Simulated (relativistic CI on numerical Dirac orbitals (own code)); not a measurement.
Ti2+: M2,3 absorption edge

Computed with this model: Dirac-Coulomb-Breit CI, separate exchange-only KLI orbitals for each configuration, model QED, valence Slater integrals scaled by 0.9, multiplet model of core-to-valence dipole absorption; configurations [Ar] 3d2 → [Ne] 3s2 3p5 3d3; 80 K; Lorentzian 0.48 eV and Gaussian 0.3 eV FWHM. Energies are those of the free ion, without screening or charge transfer. The branching ratio is the share of the lower-energy edge in the whole absorption, uncertain by about 0.02 where the edges overlap. S is read from ⟨S²⟩ = S(S + 1).

Field parameters in Wybourne normalisation: D3d B²₀ = −7Dσ, B⁴₀ = −14Dq − 21Dτ, B⁴₃ = −14√(10/7) Dq; D4h B²₀ = −7Ds, B⁴₀ = 21(Dq − Dt), B⁴₄ = 21√(5/14) Dq; Oh B⁴₀ = 21Dq, B⁴₄ = √(5/14) B⁴₀. The field is a parameter set, without covalency.

free ion: ground-state S = 1.00, centroid 45.37 eV. Peaks (eV, height): 38.1 (10), 41.4 (62), 44.5 (15), 46.5 (100), 49.3 (63).

D3d, 10Dq = 25600, Dσ = 700, Dτ = -460 cm⁻¹: ground-state S = 1.00, centroid 45.72 eV. Peaks (eV, height): 37.1 (6), 38.6 (7), 39.2 (6), 41.7 (12), 43.5 (72), 45.1 (25), 48.4 (100), 49.6 (19), 52.0 (17), 52.9 (8).

D4h, 10Dq = 9400, Ds = -610, Dt = 730 cm⁻¹: ground-state S = 1.00, centroid 45.48 eV. Peaks (eV, height): 38.8 (8), 41.9 (63), 45.2 (18), 47.1 (100), 50.0 (47).

Oh, 10Dq = 12600 cm⁻¹: ground-state S = 1.00, centroid 45.54 eV. Peaks (eV, height): 39.5 (8), 42.4 (66), 45.8 (20), 47.4 (100), 50.6 (32).

D3d, 10Dq = 21550, Dσ = 990, Dτ = -10 cm⁻¹: ground-state S = 1.00, centroid 45.67 eV. Peaks (eV, height): 37.1 (6), 38.3 (6), 41.2 (13), 43.1 (76), 44.6 (23), 48.1 (100), 49.2 (22), 51.6 (23), 52.3 (15).

D4h, 10Dq = 16000, Ds = 230, Dt = -790 cm⁻¹: ground-state S = 1.00, centroid 45.70 eV. Peaks (eV, height): 37.2 (8), 38.4 (6), 38.8 (6), 40.2 (7), 41.3 (13), 43.3 (98), 44.8 (21), 47.8 (100), 48.3 (90), 49.3 (21), 51.8 (24).

Strongest unbroadened transitions for Oh, 10Dq = 12600 cm⁻¹:

```tsv
Energy (eV)	Relative strength
42.22	29.8
42.23	35.5
42.35	47.2
42.48	26.0
42.50	25.9
45.72	14.6
45.79	15.1
46.83	33.2
47.36	45.7
47.37	100.0
47.46	23.1
47.47	57.2
47.92	33.6
47.94	13.2
50.45	27.2
50.46	23.7
50.76	16.9
50.77	23.2
```
